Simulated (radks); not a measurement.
Results of a calculation; reference values are marked as such.
Question: Spherical quantum dot in the effective-mass picture: electrons in a hard-walled sphere of radius 2.32, with a point charge +1 (a donor) at the centre, all in effective atomic units (hartree* = m*/eps^2 hartree, bohr* = eps/m* bohr), one dielectric constant everywhere. Level of theory: non-relativistic Kohn-Sham, LDA (Slater exchange, Perdew-Wang correlation), spin-polarised, spherical densities (a radial shooting solver with Libxc functionals). Levels are named by radial order and angular momentum (1s, 1p, 1d, 2s, ...), and open shells are averaged over m. Each electron was tried in the lowest free levels, single moves between levels near the top were tried too, and the lowest total energy was kept; such a search can miss a lower state. Give the order in which the levels fill up to N = 26, the shell closures and the spin along the way.

Answer: Shells are first occupied in the order 1s, 1p, 1d, 2s, 1f. Open shells at each N (closed shells left out): 1: 1s(up 1, down 0); 2: none; 3: 1p(up 1, down 0); 4: 1p(up 2, down 0); 5: 1p(up 3, down 0); 6: 1p(up 3, down 1); 7: 1p(up 3, down 2); 8: none; 9: 1d(up 1, down 0); 10: 1d(up 2, down 0); 11: 1d(up 3, down 0); 12: 1d(up 4, down 0); 13: 1d(up 5, down 0); 14: 1d(up 5, down 1); 15: 1d(up 5, down 2); 16: 1d(up 5, down 3); 17: 1d(up 5, down 4); 18: none; 19: 2s(up 1, down 0); 20: none; 21: 1f(up 1, down 0); 22: 1f(up 2, down 0); 23: 1f(up 3, down 0); 24: 1f(up 4, down 0); 25: 1f(up 5, down 0); 26: 1f(up 6, down 0). All shells are closed at N = 2, 8, 18, 20 (there: 1s2 1p6 1d10 2s2). Largest 2S: 6, at N = 26.
